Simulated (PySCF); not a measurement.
## Structure from NMR data

An unknown has the formula C$_{8}$H$_{8}$O$_{2}$. Its calculated NMR data are:

¹H NMR (400 MHz, computed): δ 8.34 (d, 2H), 7.62 (m, 1H), 7.55 (m, 2H), 3.86 (s, 3H).

¹³C{¹H} NMR (computed): δ 170.0 (C), 138.7 (CH), 136.4 (CH, 2C), 133.8 (C), 133.4 (CH, 2C), 52.2 (CH3).

Equivalent nuclei averaged, gas phase, one conformer, no relativistic terms. Shieldings: GIAO PBE0/pcSseg-1; PBE0-D3(BJ)/def2-SVP structure; PySCF 2.14.

Chemical shifts δ = σref − σ; TMS for ¹H (σref 31.27), ¹³C (σref 184.41), all at this level.

Q: Which candidate is it?
A. Cc1ccccc1C(=O)O
B. O=C(O)Cc1ccccc1
C. C#C/C=C/C(=O)C(=C)OC
D. c1ccc2c(c1)OCCO2
E. COC(=O)c1ccccc1

A: E. 

1. Rings plus π bonds: 5 (1 ring in the answer).
2. 6 carbon signals for 8 carbons: some carbons are equivalent by symmetry or fast rotation.
3. Carbon types of the structure: 2 × C, 5 × CH, 1 × CH3, which accounts for all hydrogens.
4. δC 170.0: ester carbonyl carbon; it is a carbonyl in resonance with an O or N lone pair, the region of acids, esters and amides.
5. δC 138.7, 136.4, 133.4: aromatic CH; the aromatic region.
6. δC 133.8: substituted aromatic carbon.
7. δC 52.2: methyl carbon bonded to O; the inductive effect lowers its shielding.
8. δH 8.34, 7.62, 7.55: hydrogen on an aromatic CH.

The others: O=C(O)Cc1ccccc1 has carbons computed at 174.8, 139.9, 135.5, 134.3, 133.1, 43.3, with a different DEPT pattern; C#C/C=C/C(=O)C(=C)OC would give 8 carbon signals, not 6; c1ccc2c(c1)OCCO2 would give 4 carbon signals, not 6; Cc1ccccc1C(=O)O would give 8 carbon signals, not 6.

Shifts are as computed. Against solution values, carbons near 30 ppm lie about +2 ppm off and those near 130 ppm about +5 ppm. Of 1211 compounds with measured shifts, 218 miss one by over three times the rms of a fit or turn the order of signals round; such compounds aren't used in these exercises. No couplings were computed; multiplicities are counted from neighbouring protons, with m where these are inequivalent, close in shift, in a saturated or five-membered ring or joined by F or P, and br s for small geminal =CH2 splittings.
